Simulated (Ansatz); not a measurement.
`[CH3][GeH]1[O][SiH2]1` + `CF` → `F[CH2][GeH]1[O][SiH2]1` + CH₄  (formal exchange of groups at a Ge–C bond)

Calculated with Ansatz (gas phase, PBE0-D4/def2-TZVP geometries, no zero-point term in ΔE). CBS: MP2 limit from def2 TZ/QZ plus the TZ coupled-cluster correction, frozen cores. This one scheme is used for every species. DFT in def2-TZVPP. For Ge outer-core shells are correlated without core-valence functions, which leaves a few kJ/mol of doubt a bond. Scalar relativity is left out up to krypton. Each species was taken in one conformer, which may not be the lowest.

`[CH3][GeH]1[O][SiH2]1`:

Cartesian coordinates in Å:
```
C 1.624 -0.282 -0.699
Ge 0.295 0.162 0.648
O -1.078 1.187 -0.159
Si -1.933 -0.111 0.404
H 1.158 -0.821 -1.522
H 2.410 -0.901 -0.263
H 2.070 0.640 -1.077
H 0.894 0.991 1.800
H -2.916 0.147 1.486
H -2.525 -1.013 -0.618
```

`CF`:

Cartesian coordinates in Å:
```
C 0.048 0.036 0.010
F -1.043 -0.771 -0.220
H 0.540 0.252 -0.941
H 0.741 -0.483 0.677
H -0.287 0.966 0.475
```

`F[CH2][GeH]1[O][SiH2]1`:

```xyz
10

F     0.075    2.732    0.520
C     0.259    1.446    0.990
Ge   -0.727    0.144   -0.116
O     0.419   -0.452   -1.498
Si    0.117   -1.868   -0.706
H     1.324    1.201    0.947
H    -0.076    1.405    2.030
H    -1.973    0.785   -0.747
H    -0.677   -2.895   -1.424
H     1.259   -2.498    0.004
```

CH₄:

```xyz
5

C     0.000    0.000    0.000
H    -0.292   -0.825   -0.649
H    -0.481   -0.114    0.971
H    -0.309    0.943   -0.450
H     1.082   -0.004    0.128
```

| species | B2PLYP energy (Eh) |
| --- | --- |
| `[CH3][GeH]1[O][SiH2]1` | -2482.93517 |
| `CF` | -139.70948 |
| `F[CH2][GeH]1[O][SiH2]1` | -2582.15209 |
| CH₄ | -40.48716 |

Task: Work out ΔE.

Result: ΔE = (-2582.15209) + (-40.48716) − (-2482.93517) − (-139.70948) = 0.00540 Eh = +14.2 kJ/mol. CCSD(T)/CBS gives +16.5 kJ/mol.

Largest T1 diagnostic among the species: 0.014.

In def2-TZVPP, CCSD(T) changes the Hartree–Fock value by −5.5 kJ/mol (the triples alone add −1.2 kJ/mol) and MP2 by −3.6 kJ/mol. From PBE to PBE0 (25 % exact exchange), in def2-TZVPP and without D4, ΔE moves by +5.0 kJ/mol.
